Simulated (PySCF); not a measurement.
## Substituent chemical shifts

Parent skeleton `[CH3:1][S:2][SiH2:3][O:4][CH:5]=[O:6]`; one hydrogen on atom 3 is replaced by X. Hydrogens on one atom are averaged.

Computational details: NMR shieldings at PBE0/pcSseg-1/GIAO, geometry from GFN2-xTB, in PySCF 2.14.0 with density-fitted response routines (in vacuum, one conformer, averaged over atoms made equivalent by symmetry, fast rotation or ring inversion, relativity neglected).

References, each an isolated molecule treated in the same way: $^{13}$C and $^{29}$Si and $^{1}$H against TMS; CS2 for $^{33}$S; H2O for $^{17}$O.

Parent (X = H): C1 8.6, S2 -215.0, Si3 -6.7, O4 199.6, C5 165.1, O6 464.4, H(C1) 1.92, H(Si3) 5.55, H(C5) 7.99 ppm. Effects are Δδ = δ(X) − δ(H), positive for deshielding.

(1) Order these by the shift of O4, most shielded first.
A. X = ethynyl
B. X = C2H5
C. X = iPr
D. X = OCH3
E. X = COOCH3

(2) Order these by the shift of S2, most shielded first.
A. X = C2H5
B. X = ethynyl
C. X = COOH
D. X = iPr
E. X = cPr
F. X = vinyl

(3) Order these by the shift of Si3, most shielded first.
A. X = OCH3
B. X = COOCH3
C. X = vinyl
D. X = COOH
E. X = cPr
F. X = iPr

Answers

(1) E (+7.3 ppm), A (+10.0 ppm), C (+16.6 ppm), B (+33.9 ppm), D (+40.2 ppm).

(2) C (+6.4 ppm), D (+14.1 ppm), F (+22.0 ppm), B (+29.2 ppm), E (+34.4 ppm), A (+70.3 ppm).

(3) B (-22.6 ppm), D (-19.0 ppm), A (-14.2 ppm), C (+4.8 ppm), F (+19.7 ppm), E (+22.9 ppm).

Unscaled 17O shifts of doubly bonded oxygen tend to come out too high, by tens of ppm or more. Experimental scales use liquid or dissolved standards, which lie at an offset from isolated H2O (liquid H2O: subtract about 36 ppm).
